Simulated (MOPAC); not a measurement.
MOPAC input (PM7):

```
PM7 FORCE THERMO(298,298) PRECISE LET GEO-OK AUX(PRECISION=9) THREADS=1
O2Se

O    -1.30329319 1    0.60019855 1   -0.03283202 1
Se    0.00933725 1   -0.31758981 1    0.00697056 1
O     1.26575078 1    0.67658069 1    0.00480880 1
```

From the output:

```
     O    3   0.473450   5.704911   5.933558

          HEAT OF FORMATION =     -35.419240 KCALS/MOLE

          ZERO POINT ENERGY       2.904 KCAL/MOL

           NORMAL COORDINATE ANALYSIS (Total motion = 1 Angstrom)

   Root No.       1         2         3

                 1 A1      2 A1      1 B2

                 301.7     855.0     874.9

           1    0.0531    0.4485    0.4301
           2    0.4328    0.0195    0.0000
           3   -0.0000   -0.0000   -0.0000
           4    0.0763   -0.0610   -0.1122
           5   -0.1026    0.0820   -0.0835
           6    0.0000   -0.0000    0.0000
           7   -0.4299   -0.1474    0.1234
           8    0.0734   -0.4240    0.4120
           9   -0.0000    0.0000   -0.0000

           MASS-WEIGHTED COORDINATE ANALYSIS (NORMAL COORDINATES)

   Root No.       1         2         3

                 1 A1      2 A1      1 B2

                 301.7     855.0     874.9

           1    0.0782    0.6652    0.6297
           2    0.6375    0.0289    0.0000
           3   -0.0000   -0.0000   -0.0000
           4    0.2498   -0.2010   -0.3648
           5   -0.3356    0.2701   -0.2716
           6    0.0000   -0.0000    0.0000
           7   -0.6331   -0.2186    0.1807
           8    0.1080   -0.6289    0.6033
           9   -0.0000    0.0000   -0.0000

          DESCRIPTION OF VIBRATIONS

 VIBRATION          1    1A1         ATOM PAIR     ENERGY CONTRIBUTION    RADIAL
 FREQUENCY           301.72         O 1 -- Se2         +50.0% ( 63.7%)      3.0%
 TRANSITION DIPOLE   2.1722         Se2 -- O 3         +50.0% ( 63.7%)      3.0%
 TRAVEL (Ang.)       0.1686
 REDUCED MASS        7.8631
 EFFECTIVE MASS     27.3713
 FORCE CONSTANT      0.4218

 VIBRATION          2    2A1         ATOM PAIR     ENERGY CONTRIBUTION    RADIAL
 FREQUENCY           855.03         O 1 -- Se2         +50.0% ( 70.3%)     92.8%
 TRANSITION DIPOLE   0.3372         Se2 -- O 3         +50.0% ( 70.3%)     92.8%
 TRAVEL (Ang.)       0.1039
 REDUCED MASS        7.3035
 EFFECTIVE MASS     20.7973
 FORCE CONSTANT      3.1459

 VIBRATION          3    1B2         ATOM PAIR     ENERGY CONTRIBUTION    RADIAL
 FREQUENCY           874.93         Se2 -- O 3         +50.0% ( 72.9%)     93.1%
 TRANSITION DIPOLE   2.4254         O 1 -- Se2         +50.0% ( 72.9%)     93.1%
 TRAVEL (Ang.)       0.0957
 REDUCED MASS        8.4107
 EFFECTIVE MASS     25.1051
 FORCE CONSTANT      3.7934

      SYMMETRY NUMBER FOR POINT-GROUP C2v =  2

          SYSTEM IS A GROUND STATE

 O2Se

          MOLECULE IS NOT LINEAR

          THERE ARE  3 GENUINE VIBRATIONS IN THIS SYSTEM
          THIS THERMODYNAMICS CALCULATION IS LIMITED TO
          MOLECULES WHICH HAVE NO INTERNAL ROTATIONS

                    CALCULATED THERMODYNAMIC PROPERTIES
                                          *
   TEMP. (K)   PARTITION FUNCTION   H.O.F.    ENTHALPY  HEAT CAPACITY ENTROPY
                                   KCAL/MOL   CAL/MOLE    CAL/K/MOL  CAL/K/MOL

 298.00  VIB.     0.1345D+01                   339.2408     2.7684     1.7271
         ROT.     0.1087D+05                   888.2803     2.9808    21.4501
         INT.     0.1462D+05                  1227.5211     5.7492    23.1772
         TRA.     0.1130D+28                  1480.4672     4.9680    40.0257
         TOT.                      -35.419    2707.9883    10.7172    63.2029

   *: NOTE: HEATS OF FORMATION ARE RELATIVE TO THE
            ELEMENTS IN THEIR STANDARD STATE AT 298K
              (=  Standard Enthalpy of Formation).

            Hvib:  Zero-point energy is not included.
                   frequencies of less than zero cm-1 are not included.
            Hrot = (3/2)RT
            Htra = (3/2)RT + pV = (5/2)RT

            Heat capacity is Cp, not Cv

          For more information, see: HTTP://OpenMOPAC.net/Manual/thermochemistry.html

           FORCE CONSTANT IN CARTESIAN COORDINATES (Millidynes/A)

    ATOM   CHEMICAL       X               Y               Z
   NUMBER   SYMBOL  FORCE CONSTANT  FORCE CONSTANT  FORCE CONSTANT

      1       O        5.916289        0.355091       -0.000175
      2      Se        6.378709        5.584248        0.000451
      3       O        0.909264        5.362115       -0.000175

 **********************
 *                    *
 * JOB ENDED NORMALLY *
 *                    *
 **********************

 == MOPAC DONE ==
```
